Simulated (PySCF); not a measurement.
Two species compared at the same levels of theory.

First species: C₈H₈O.
SMILES: `C#CC#C[C@H](C)C(C)=O`

Second species: C₆H₈S.
SMILES: `C#CC1(CS)CC1`

Levels: PBE0/def2-SVPD for dipole moment, HOMO energy, LUMO energy, HOMO–LUMO gap, static isotropic polarisability and electronic spatial extent ⟨r²⟩ about the centre of nuclear charge; TDDFT PBE0/def2-SVPD for lowest singlet excitation; TDA PBE0/def2-SVPD for lowest triplet excitation (Tamm–Dancoff); GFN2-xTB for rotational constant A and rotational constant C. Geometries: GFN2-xTB. Each structure is a single optimised conformer of the isolated species, non-relativistic unless stated. Electronic properties by PySCF.

Dipoles, sizes and rotational constants follow the conformer. The torsions of the flexible species, by atom-mapped SMILES:
- `[CH:1]#[C:2][C:3]#[C:4][C@H:5]([CH3:6])[C:7]([CH3:8])=[O:9]`: C4–C5–C7–C8 -56°
- `[CH:1]#[C:2][C:3]1([CH2:4][SH:5])[CH2:6][CH2:7]1`: C2–C3–C4–S5 -64°, H–S5–C4–C3 -53°

| property | column X | column Y |
| --- | --- | --- |
| dipole moment | 2.13 D | 2.26 D |
| HOMO energy | -6.82 eV | -7.17 eV |
| LUMO energy | 0.35 eV | -1.11 eV |
| HOMO–LUMO gap | 7.17 eV | 6.06 eV |
| lowest singlet excitation | 5.60 eV | 4.37 eV |
| lowest triplet excitation (Tamm–Dancoff) | 5.12 eV | 3.68 eV |
| static isotropic polarisability | 87.8 au | 103.1 au |
| electronic spatial extent ⟨r²⟩ about the centre of nuclear charge | 975 bohr² | 1605 bohr² |
| rotational constant A | 2.887 GHz | 3.122 GHz |
| rotational constant C | 1.276 GHz | 0.696 GHz |

Problem. Which column belongs to which species?

Solution. Column X is the second species and column Y the first. The first has 17 atoms and 64 electrons, the second 15 and 60.

Problem. How does each property change from the first species to the second?

Solution. dipole moment -0.13 D; HOMO energy +0.35 eV; LUMO energy +1.46 eV; HOMO–LUMO gap +1.11 eV; lowest singlet excitation +1.23 eV; lowest triplet excitation (Tamm–Dancoff) +1.44 eV; static isotropic polarisability -15.3 au; electronic spatial extent ⟨r²⟩ about the centre of nuclear charge -630 bohr²; rotational constant A -0.235 GHz; rotational constant C +0.580 GHz.

On the first: The dipole matches unit charges of opposite sign 0.47 Å apart (1 e·Å = 4.8032 D). The principal polarisabilities are 69.4, 81.2 and 158.7 au; their mean is the isotropic value.

On the second: In wavenumbers S1 is 45100 cm⁻¹ (1 eV = 8065.54 cm⁻¹). S1 lies 1.57 eV below the HOMO–LUMO gap; its leading configuration is HOMO→LUMO, weight 0.83.
